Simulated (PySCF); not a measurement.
Basis-set dependence of population analyses: `O=C(O)[Si@H]([SiH3])P`

Species: CH7O2PSi2.
Structure used (PBE0-D3(BJ)/def2-SVP), in Å, numbered top down from 1:
```xyz
13
CH7O2PSi2 angstrom
O      1.6232   -1.8407    0.7842
C      1.4986   -0.7925    0.2063
O      2.4082   -0.3277   -0.6606
Si    -0.0322    0.3647    0.4417
Si    -1.9138   -0.9820    0.0866
P      0.0526    2.0155   -1.1057
H      3.1224   -0.9885   -0.7061
H      0.0343    0.8384    1.8586
H     -3.1516   -0.1470    0.1703
H     -1.8217   -1.5759   -1.2818
H     -1.9728   -2.0702    1.1060
H      1.1216    2.7025   -0.4528
H     -0.9632    2.7864   -0.4571
```

PBE0 throughout (PySCF), one geometry, spherical d and f functions. The structure is a single PBE0-D3(BJ)/def2-SVP conformer in the gas phase; no vibrational or solvent corrections. The first 7 of 10 kinds of atom are listed.

Mulliken charges (e):

| basis | functions | O1 | C2 | O3 | Si4 | Si5 | P6 | H7 |
| --- | --- | --- | --- | --- | --- | --- | --- | --- |
| STO-3G | 49 | -0.250 | +0.072 | -0.259 | +0.316 | +0.351 | +0.152 | +0.224 |
| 6-31G | 80 | -0.401 | +0.257 | -0.530 | +0.326 | +0.311 | -0.071 | +0.388 |
| pcSseg-0 | 80 | -0.475 | +0.256 | -0.576 | +0.335 | +0.130 | -0.287 | +0.375 |
| 6-31G* | 110 | -0.416 | +0.392 | -0.568 | +0.211 | +0.165 | -0.164 | +0.425 |
| cc-pVDZ | 131 | -0.248 | +0.098 | -0.172 | +0.153 | +0.105 | -0.113 | +0.151 |
| def2-SVP | 131 | -0.253 | +0.068 | -0.201 | +0.170 | +0.198 | -0.089 | +0.182 |
| aug-cc-pVDZ | 213 | -0.542 | +0.591 | -0.391 | -0.042 | -0.986 | -0.953 | +0.121 |
| 6-311+G(2d,p) | 228 | -0.399 | -0.014 | -0.312 | +0.731 | +0.029 | -0.386 | +0.296 |
| def2-TZVP | 246 | -0.306 | +0.203 | -0.353 | +0.154 | +0.018 | -0.228 | +0.315 |
| cc-pVTZ | 290 | -0.293 | +0.167 | -0.242 | +0.175 | +0.062 | -0.133 | +0.207 |
| IGLO-III | 307 | -0.449 | +0.347 | -0.376 | +0.300 | +0.540 | -0.026 | +0.296 |

IAO charges (e):

```json
{"basis": "STO-3G", "functions": "49", "O1": "-0.260", "C2": "+0.051", "O3": "-0.297", "Si4": "+0.351", "Si5": "+0.390", "P6": "+0.056", "H7": "+0.266"}
{"basis": "6-31G", "functions": "80", "O1": "-0.411", "C2": "+0.271", "O3": "-0.450", "Si4": "+0.308", "Si5": "+0.180", "P6": "-0.102", "H7": "+0.361"}
{"basis": "pcSseg-0", "functions": "80", "O1": "-0.403", "C2": "+0.265", "O3": "-0.432", "Si4": "+0.271", "Si5": "+0.138", "P6": "-0.116", "H7": "+0.353"}
{"basis": "6-31G*", "functions": "110", "O1": "-0.438", "C2": "+0.308", "O3": "-0.468", "Si4": "+0.369", "Si5": "+0.281", "P6": "-0.077", "H7": "+0.362"}
{"basis": "cc-pVDZ", "functions": "131", "O1": "-0.431", "C2": "+0.306", "O3": "-0.467", "Si4": "+0.363", "Si5": "+0.276", "P6": "-0.087", "H7": "+0.362"}
{"basis": "def2-SVP", "functions": "131", "O1": "-0.431", "C2": "+0.300", "O3": "-0.462", "Si4": "+0.364", "Si5": "+0.288", "P6": "-0.079", "H7": "+0.362"}
{"basis": "aug-cc-pVDZ", "functions": "213", "O1": "-0.450", "C2": "+0.318", "O3": "-0.483", "Si4": "+0.370", "Si5": "+0.278", "P6": "-0.095", "H7": "+0.372"}
{"basis": "6-311+G(2d,p)", "functions": "228", "O1": "-0.452", "C2": "+0.314", "O3": "-0.485", "Si4": "+0.383", "Si5": "+0.301", "P6": "-0.081", "H7": "+0.372"}
{"basis": "def2-TZVP", "functions": "246", "O1": "-0.452", "C2": "+0.315", "O3": "-0.484", "Si4": "+0.388", "Si5": "+0.306", "P6": "-0.082", "H7": "+0.371"}
{"basis": "cc-pVTZ", "functions": "290", "O1": "-0.449", "C2": "+0.316", "O3": "-0.483", "Si4": "+0.381", "Si5": "+0.294", "P6": "-0.089", "H7": "+0.371"}
{"basis": "IGLO-III", "functions": "307", "O1": "-0.453", "C2": "+0.314", "O3": "-0.486", "Si4": "+0.387", "Si5": "+0.304", "P6": "-0.079", "H7": "+0.373"}
```

Hirshfeld charges (e):

```tsv
basis	functions	O1	C2	O3	Si4	Si5	P6	H7
STO-3G	49	-0.215	+0.069	-0.140	+0.228	+0.252	+0.076	+0.142
6-31G	80	-0.257	+0.121	-0.168	+0.176	+0.193	-0.015	+0.186
pcSseg-0	80	-0.256	+0.110	-0.174	+0.202	+0.209	-0.009	+0.183
6-31G*	110	-0.257	+0.121	-0.161	+0.179	+0.198	-0.022	+0.188
cc-pVDZ	131	-0.249	+0.112	-0.160	+0.195	+0.211	-0.007	+0.181
def2-SVP	131	-0.259	+0.119	-0.167	+0.201	+0.217	-0.003	+0.184
aug-cc-pVDZ	213	-0.259	+0.112	-0.171	+0.203	+0.212	-0.007	+0.182
6-311+G(2d,p)	228	-0.261	+0.110	-0.170	+0.200	+0.217	-0.003	+0.185
def2-TZVP	246	-0.260	+0.113	-0.171	+0.200	+0.212	-0.008	+0.186
cc-pVTZ	290	-0.257	+0.116	-0.168	+0.200	+0.210	-0.009	+0.184
IGLO-III	307	-0.264	+0.111	-0.177	+0.210	+0.212	+0.001	+0.182
```

Task: Which scheme is steadiest as the basis changes?

Result: Largest range over the bases for any column: Hirshfeld 0.10 e, IAO 0.27 e, Mulliken 1.53 e. Hirshfeld charges move least and Mulliken charges most, counted in e. Without the minimal STO-3G basis the ranges are Hirshfeld 0.03, IAO 0.17, Mulliken 1.53 e.

Task: How much do the charges still move between the two largest bases, cc-pVTZ and IGLO-III?

Result: At most, over all atoms: Mulliken 0.477 e, IAO 0.011 e, Hirshfeld 0.010 e.

Task: What do the same runs give for the total energy, the frontier levels and the dipole moment?

Result: 
```
        basis  energy (Eh)  HOMO (eV)  LUMO (eV)  μ (D)
       STO-3G   -1099.4258      -3.81       3.76   0.89
        6-31G   -1112.3089      -7.54      -0.62   1.11
     pcSseg-0   -1110.9513      -7.71      -0.80   1.32
       6-31G*   -1112.4660      -7.55      -0.49   1.12
      cc-pVDZ   -1112.5430      -7.53      -0.54   1.16
     def2-SVP   -1112.1000      -7.63      -0.67   1.21
  aug-cc-pVDZ   -1112.5655      -7.72      -0.94   1.29
6-311+G(2d,p)   -1112.6249      -7.75      -0.97   1.30
    def2-TZVP   -1112.6430      -7.71      -0.89   1.28
      cc-pVTZ   -1112.6437      -7.68      -0.82   1.24
     IGLO-III   -1112.6454      -7.71      -0.94   1.36
```

The dipole is fixed by the density alone, so its range of 0.47 D shows that the density itself changes with the basis, not only its division among atoms.
